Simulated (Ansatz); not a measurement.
Calculated with Ansatz (gas phase, PBE0-D4/def2-TZVP geometries, no zero-point term in ΔE). CBS: MP2 limit from def2 TZ/QZ plus the TZ coupled-cluster correction, frozen cores. This one scheme is used for every species. Functionals use def2-TZVPP. Each species was taken in one conformer, which may not be the lowest.

`[AlH2][Cl]` + `OBN[SiH3]` → `[SiH3][AlH][Cl]` + `NBO`  (redistribution)

```json
{"species": "`[AlH2][Cl]`", "B2PLYP energy (Eh)": "-703.65528"}
{"species": "`OBN[SiH3]`", "B2PLYP energy (Eh)": "-447.87530"}
{"species": "`[SiH3][AlH][Cl]`", "B2PLYP energy (Eh)": "-994.23747"}
{"species": "`NBO`", "B2PLYP energy (Eh)": "-157.27821"}
```

(1) Work out ΔE.

Largest T1 diagnostic among the species: 0.012.

Answers

(1) ΔE = (-994.23747) + (-157.27821) − (-703.65528) − (-447.87530) = 0.01490 Eh = +39.1 kJ/mol. CCSD(T)/CBS gives +38.6 kJ/mol.

Leaving LDA and LC-ωPBE aside and taking each functional with its dispersion term where it has one, the values, not all of them listed here, spread over 27.3 kJ/mol, from PBE-D4 to BHLYP-D4. LDA lies +4.7 kJ/mol from PBE without D4. From PBE to PBE0 (25 % exact exchange), in def2-TZVPP and without D4, ΔE moves by +6.7 kJ/mol.
